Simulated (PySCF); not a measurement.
A species of formula C2H15NSi4 has this rotational fingerprint, computed with PBE0-D3(BJ)/def2-SVP geometry optimisation, gas phase in PySCF 2.14.0:

- Rotational constants: A = 1380, B = 761.3, C = 565.3 MHz
- Dipole components: |μa| = 0.23 D, |μb| = 1.14 D, |μc| = 0.16 D
- Inertial defect: -136.06 u·Å²
- κ: -0.52

**Question.** Which structure is it? (One computed conformer of each.)
A. `[CH3:1][N:2]([CH3:3])[Si@H:4]([SiH3:5])[SiH2:6][SiH3:7]` with C1–N2–Si4–Si5 -88°, N2–Si4–Si6–Si7 -37°
B. `[CH3:1][N:2]([CH3:3])[SiH2:4][SiH:5]([SiH3:6])[SiH3:7]` with C1–N2–Si4–Si5 148°, N2–Si4–Si5–Si6 -38°

**Answer.** A. It is CN(C)[Si@H]([SiH3])[SiH2][SiH3], an asymmetric top, point group C1. The candidates at the same level (rigid rotor, commonest isotopes):

```tsv
SMILES	A (MHz)	B (MHz)	C (MHz)	μa (D)	μb (D)	μc (D)	Δ (u·Å²)	point group	rotor
CN(C)[Si@H]([SiH3])[SiH2][SiH3]	1380	761.3	565.3	0.23	1.14	0.16	-136.06	C1	asymmetric top
CN(C)[SiH2][SiH]([SiH3])[SiH3]	1377	723.4	623.0	1.04	0.23	0.51	-254.50	C1	asymmetric top
```

`CN(C)[SiH2][SiH]([SiH3])[SiH3]` has C 10 % too high. No structure here is proved a minimum.
